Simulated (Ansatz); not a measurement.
```yaml
atoms:
  - { symbol: Ge, position_ang: [0.0000, 0.0000, 0.0000] }
  - { symbol: H, position_ang: [0.9585, 0.9585, 0.9585] }
  - { symbol: H, position_ang: [0.9585, -0.9585, -0.9585] }
  - { symbol: H, position_ang: [-0.9585, 0.9585, -0.9585] }
  - { symbol: H, position_ang: [-0.9585, -0.9585, 0.9585] }
```

Basis set: cc-pVTZ (spherical functions). Correlated methods keep 9 orbitals frozen. Charge 0, multiplicity 1.

Computed with Ansatz (development build ahead of 0.2.0); each method stands on the lowest determinant of its kind that the runs found. Restricted open shells among the atoms or ions are ROHF, correlated in semicanonical orbitals with singles.

**Question.** Give the atomization energy at this shape (free ground-state atoms in the same class of orbitals less the molecule, no zero-point energy) of singlet GeH₄ by RHF-MP2, RHF.

**Answer.**

| method | atomization energy |
| --- | --- |
| RHF-MP2 | 1148.2 kJ/mol |
| RHF | 900.4 kJ/mol |

Caution: the shape is not the minimum.
